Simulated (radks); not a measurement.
Results of a calculation; reference values are marked as such.
Task: These are the eigenvalues of the occupied orbitals of an atom or ion with whole-number occupations (hartree). Level of theory: scalar-relativistic Kohn-Sham, PBE, spin-polarised, spherical densities, finite nucleus; Fermi nuclear charge, rms radius of each element as measured or else 0.836 A^(1/3) + 0.57 fm (a radial shooting solver on a logarithmic mesh with Libxc functionals).

1s up: -24.38750
1s down: -24.36145
2s up: -1.12716
2s down: -1.06449
2p up: -0.43562
2p down: -0.37577

Which element is it, and in what charge state? The configuration may be excited. Open shells, if any, are filled with parallel spins first.

Result: Z = 9, fluorine, charge 0: F in [He] 2s2 2p5. The list shows which subshells hold electrons but not how many an open one holds; the 1s level, -24.387 hartree, gives Z - s = 7.0 by -(Z - s)^2/2, which with screening and relativity narrows Z to a few neighbours, and the depths of the outer levels then fix element, charge and occupations together.
